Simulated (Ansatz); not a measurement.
M(NH)Cl3 with several metals: PBE0-D4/def2-TZVP single points in Ansatz on relaxed structures, gas phase. Core potentials for Nb, Ta, no spin–orbit coupling. Binding counts from free atoms in the multiplicity of their measured ground term, without zero-point energy. Names give formal oxidation states. A dash marks a value that wasn't run or was left out as unsound. The structures are stationary points that may keep the symmetry of their start. Remarks come from the PBE and PBE0 runs and from stability tests at other levels; not every state was tested. HOMO above LUMO (over both spins in singlets and doublets, within one spin in higher multiplets; at PBE or PBE0), or a gap under 0.15 eV within one spin, warns that the state may not be the lowest or that an electron is smeared out.

```
            species  atoms    state          geometry  HOMO (eV)  LUMO (eV)  gap (eV)  vertical IE (eV)  vertical triplet (eV)  binding per atom (eV)  point group (within 0.1 Å)                                                                                                                                                                         remarks
Ta(NH)Cl3 (TaNCl3H)      6  singlet  PBE0-D4/def2-SVP      -8.63      -2.36      6.27             10.40                   4.14                   4.12                         C3v                                                               gap within one spin near zero at PBE or PBE0 (+1 doublet), gap within one spin near zero at PBE or PBE0 (triplet)
  V(NH)Cl3 (VNCl3H)      6  singlet   PBE-D4/def2-SVP      -8.89      -3.89      5.00             10.73                   2.34                      –                         C3v  restricted SCF unstable in HF, gap within one spin near zero at PBE or PBE0 (+1 doublet), HOMO above LUMO (+1 doublet), gap within one spin near zero at PBE or PBE0 (triplet)
Nb(NH)Cl3 (NbNCl3H)      6  singlet  PBE0-D4/def2-SVP      -8.85      -2.85      5.99             10.62                   3.81                   3.89                         C3v                                 gap within one spin near zero at PBE or PBE0 (+1 doublet), HOMO above LUMO (+1 doublet), gap within one spin near zero at PBE or PBE0 (triplet)
```

The gap (eV) runs from 5.00 (V(NH)Cl3) to 6.27 (Ta(NH)Cl3). The vertical IE (eV) runs from 10.40 (Ta(NH)Cl3) to 10.73 (V(NH)Cl3). The vertical triplet (eV) runs from 2.34 (V(NH)Cl3) to 4.14 (Ta(NH)Cl3).
